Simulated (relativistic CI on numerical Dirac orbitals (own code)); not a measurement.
# Hyperfine structure of Nd XXXIII, mass number 145

Method of calculation: Dirac-Coulomb-Breit CI, separate exchange-only KLI orbitals for each configuration, a model potential for QED, unscaled Slater integrals (own radial code, finite nucleus).

Configurations in the expansion (outside the closed core [Ne]): 3s2 3p6 3d10, 3s2 3p6 3d9 4s, 3s2 3p6 3d9 4p, 3s2 3p6 3d9 4d, 3s2 3p5 3d10 4s, 3s2 3p6 3d9 4f, 3s2 3p5 3d10 4p, 3s2 3p6 3d8 4s2, 3s2 3p6 3d8 4s 4p, 3s2 3p5 3d10 4d, 3s2 3p6 3d9 5s, 3s 3p6 3d10 4s, 3s2 3p6 3d8 4p2, 3s2 3p6 3d9 5p, 3s2 3p6 3d8 4s 4d, 3s2 3p6 3d9 5d. Levels of other configurations are missing.

Nuclear spin I = 7/2, μ = -0.656 μN, Q = -0.314 b (tables of Stone and Pyykkö). The electronic factors are computed for point nuclear moments, without core polarisation or the Bohr-Weisskopf and QED corrections.

```tsv
Level	E (eV)	A (MHz)	B (MHz)
3s2 3p6 3d9 4s 3D_3	840.729	-21960	11100
3s2 3p6 3d9 4s 1D_2	842.069	15400	8590
3s2 3p6 3d9 4s 3D_1	864.069	19060	4290
3s2 3p6 3d9 4s 3D_2	865.015	-34720	8850
3s2 3p6 3d9 4p 3P°_2	905.826	2255	7130
3s2 3p6 3d9 4p 3F°_2	929.332	-14690	7540
3s2 3p6 3d9 4p 3F°_4	939.347	-3884	-5350
3s2 3p6 3d9 4p 1D°_2	941.037	-3654	16100
```

Levels with J = 0, under 50 % of one LS term, or S terms without an open s electron are left out. Small factors come from cancelling terms and can be off by tens of per cent or more.

At this charge energies of transitions that change n are usually good to better than 1 %, and those within a shell (Δn = 0) to a few per cent.

(1) Give the hyperfine levels of 3s2 3p6 3d9 4s 3D_3 relative to its centre of gravity.

## Answers

(1) With K = F(F + 1) − I(I + 1) − J(J + 1), E = AK/2 + B[¾K(K + 1) − I(I + 1)J(J + 1)]/[2I(2I − 1)J(2J − 1)]: F = 1/2: 302300, F = 3/2: 267400, F = 5/2: 209800, F = 7/2: 130200, F = 9/2: 29690, F = 11/2: -90200, F = 13/2: -227800 MHz.

LS names give the leading component of a level, which can be under half, so a name can repeat, a term be missing and a line seem to break the LS rules.
